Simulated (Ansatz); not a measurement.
CH₃Cl₂Si, SMILES `C[Si](Cl)Cl` radical, relaxed with UKS PBE-D4/def2-SVP in Ansatz 0.2.0 from a rough embedded geometry. The force threshold is 0.03 eV/Å; the program also tests the step.

Charge 0, multiplicity 2.

Start:

```xyz
7

C     0.458   -0.523   -0.430
Si    0.044    0.783    0.746
Cl   -1.243    0.005    2.093
Cl   -1.088    2.183   -0.209
H     1.160   -0.118   -1.258
H     1.053   -1.361    0.014
H    -0.383   -0.969   -0.956
```

```csv
step,energy (eV),largest force (eV/Å),largest move (Å)
1,-33983.5697,2.594,0.000
2,-33983.7695,1.096,0.195
3 (rejected),-33983.7495,1.027,0.176
4,-33983.8285,0.157,0.076
5,-33983.8289,0.108,0.032
6,-33983.8311,0.017,0.024
```

End:

```xyz
7

C     0.507   -0.548   -0.481
Si   -0.001    0.791    0.750
Cl   -1.251   -0.067    2.193
Cl   -1.068    2.268   -0.278
H     1.157   -0.112   -1.266
H     1.057   -1.356    0.041
H    -0.400   -0.975   -0.958
```

Run time 4.5 s (4 threads of an Intel Xeon 6975P-C on a shared host); peak host memory 0.17 GiB.
